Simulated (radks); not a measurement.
The numbers below are computed, except where a source is named.
Question: Ionisation of the bromine ion Br3+, [Ar] 3d10 4s2 4p2, to [Ar] 3d10 4s2 4p1 as the strength of local exchange is varied. Level of theory: scalar-relativistic Kohn-Sham, Slater X-alpha exchange (alpha = 2/3 is LDA exchange), no correlation, spin-polarised, spherical densities, point nucleus; open shells are filled with parallel spins first (a radial shooting solver on a logarithmic mesh with Libxc functionals).

| alpha | E(Br3+) (hartree) | exchange (hartree) | IE (eV) | -e of the level emptied (eV) | <r> of it (bohr) |
|---|---|---|---|---|---|
| 0.554 | -2583.30754 | -69.93736 | 43.907 | 37.937 (4p) | 1.800 |
| 0.641 | -2594.32451 | -81.24286 | 45.434 | 39.450 (4p) | 1.774 |
| 0.667 | -2597.62544 | -84.63846 | 45.895 | 39.908 (4p) | 1.767 |
| 0.681 | -2599.40449 | -86.47009 | 46.144 | 40.156 (4p) | 1.763 |
| 0.911 | -2628.79407 | -116.88437 | 50.338 | 44.332 (4p) | 1.700 |
| 1.029 | -2643.99090 | -132.72444 | 52.559 | 46.552 (4p) | 1.670 |
| x | -2603.47515 | -90.66516 | 46.717 | 40.725 (4p) | 1.754 |

Which alpha was used in the last row?

Answer: alpha = 0.713. NIST Atomic Spectra Database: 47.78 eV (measured). The Delta-SCF value meets it near alpha = 0.77. Open shells are spherical and high-spin; term and fine-structure splittings are not resolved.
